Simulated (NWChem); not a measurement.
System: BeNH2Br; SMILES [NH2][Be][Br]

```xyz
5

Be     0.0003     1.1360     0.0000
Br     0.0010    -0.8426     0.0000
N     -0.0007     2.6342     0.0000
H     -0.0026     3.2168    -0.8281
H     -0.0026     3.2168     0.8281
```
Atoms are numbered in this order, from 1.

All runs: NWChem. Pople sets run with spherical d functions. Coordinates come from a B3LYP/6-31G* (spherical d) optimisation. GIAO values for the isolated, static molecule; σ is the absolute isotropic shielding, δ = σ(reference) − σ with the isolated reference molecule computed at the same levels (1H: tetramethylsilane, 15N: ammonia). Spin-orbit effects, on the heavy nuclei and on their neighbours, are missing.

```
level                σ Be1 (ppm)  σ Br2 (ppm)  δ N3 (ppm)  δ H4 (ppm)  relative time
-------------------  -----------  -----------  ----------  ----------  -------------
BHandHLYP/pcSseg-1          94.8       2831.4        20.1        1.07              2
B3LYP/6-31G*                99.7       2862.5        17.5        0.66              1
Hartree-Fock/6-31G*        105.1       2945.5        10.7        0.74              1
B3LYP/6-311G**              91.4       2813.5        23.6        0.95              1
PBE0/pcSseg-2               90.6       2824.1        20.1        1.05              7
```

The last column is a rough cost ratio, cheapest run = 1.
